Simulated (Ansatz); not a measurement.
Errors in the atomisation enthalpy at 298 K

10 molecules holding Si, Ge, B, Al, Ga, P or As; the atomisation enthalpy at 298 K in kJ/mol, computed less measured. Shapes, held fixed at every level: PBE0-D4/def2-TZVP. Flexible molecules stand in one conformer, not always the lowest. Thermal terms are harmonic and unscaled (PBE0-D4/def2-TZVP); the spin-orbit lowering of the free atoms is taken from their spectra. Programs: Ansatz 0.2.0. Measured values: CRC Handbook of Chemistry and Physics, NIST-JANAF tables.

Levels: A = PBE-D4/def2-TZVPP; B = B3LYP-D4/def2-TZVPP; C = CCSD(T)/def2-SVP.

| molecule | from tabulated heats | A | B | C |
| --- | --- | --- | --- | --- |
| AlClF2 (SMILES [F][Al]([F])[Cl]) | 1609 | -1 | -42 | -120 |
| BBr3 (boron tribromide) | 1110 | +63 | -19 | -63 |
| BClF2 (chlorodifluoroborane) | 1736 | +60 | -15 | -70 |
| SiHBr3 (SMILES Br[SiH](Br)Br) | 1205 | +119 | +72 | -36 |
| SiH2Cl2 (dichlorosilane (DCS)) | 1449 | -12 | -27 | -138 |
| GeF4 (tetrafluorogermane) | 1880 | +56 | -36 | -133 |
| GeI4 (germanium tetraiodide) | 856 | +61 | -17 | -129 |
| SiH4 (silane) | 1288 | -31 | +13 | -65 |
| PH2(PH2) | 1484 | +10 | +25 | -169 |
| Si(SiF3)F3 (hexafluorodisilane) | 3760 | -11 | -113 | -441 |

(1) Which level does best on this set, which worst, and which err to one side?

Results:

(1) 
```tsv
level	kind	mean error	mean absolute error	worst case
PBE-D4/def2-TZVPP	GGA	+31.4	42.4	SiHBr3
B3LYP-D4/def2-TZVPP	global hybrid	-15.9	37.9	Si(SiF3)F3
CCSD(T)/def2-SVP	coupled cluster or CI	-136.4	136.4	Si(SiF3)F3
```

On this set B3LYP-D4/def2-TZVPP has the smallest mean absolute error and CCSD(T)/def2-SVP the largest. B3LYP-D4/def2-TZVPP is too low in 7 of 10; CCSD(T)/def2-SVP is too low in 10 of 10. The heats of AlClF2, SiH2Cl2, GeF4, GeI4, PH2(PH2), Si(SiF3)F3 come from older tables and can be uncertain by 10 kJ/mol or more. The molecules' own spin-orbit binding is left out, so errors for heavy halides read too negative. The tabulated values of BBr3, BClF2, SiHBr3 are in doubt (older tables, estimates, or at odds with other calculations) and kept here. Over the 7 molecules whose values aren't doubted the mean absolute errors are A 26.0; B 39.0; C 170.7. The smallest two are near a tie. Correlated wave functions converge slowly with the basis. For atoms past krypton def2 sets carry core potentials with scalar relativity. Relativity is left out for Br, Ge. Outer-core shells of Br, Ge, I are correlated, in sets that cover them unevenly. The set is small.
